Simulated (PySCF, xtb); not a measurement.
BH3N, SMILES [BH]N (connectivity only; charge and spin as stated), charge +1, multiplicity 1.

xtb with GFN2-xTB at its own geometry gives an orbital gap of 5.18 eV.

Geometry optimised at TPSSh-D3(BJ)/def2-TZVP. The spin state was assumed, not searched. The isomer is the one that the SMILES or the coordinates give; other isomers of the formula were not compared.

Q: What does ωB97X/def2-TZVPD (PySCF) give? (The exact figures need the calculation; the answer reports its results.)

A: gap 13.16 eV (levels -19.43 and -6.27 eV).
